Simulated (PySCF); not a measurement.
**Electron correlation in In³⁺ (indium, charge +3)**

[Kr] 4d10, closed-shell 1S. Calculation: PySCF 2.14, in def2-TZVPPD with the def2 core potential (28 electrons) (7s5p4d2f, 56 functions); scalar relativity through the core potential. Frozen: nothing; 18 electrons correlated.

MP2 pair energies summed by pair of shells (mhartree):

```
 pair   energy  share (%)
4d-4d  -142.11       72.4
4p-4d   -31.66       16.1
4p-4p    -8.97        4.6
4s-4d    -8.68        4.4
4s-4p    -4.01        2.0
4s-4s    -0.98        0.5
```

Total MP2 correlation energy: -196.41 mhartree.

Same-spin part -69.27 and opposite-spin part -127.14 mhartree; SCS-MP2 scales them by 1/3 and 6/5 to -175.66 mhartree.

The basis has no tight functions for the innermost shells, so their pair energies are far from complete.

This basis was not built for core-valence correlation, so the inner-shell part is incomplete.
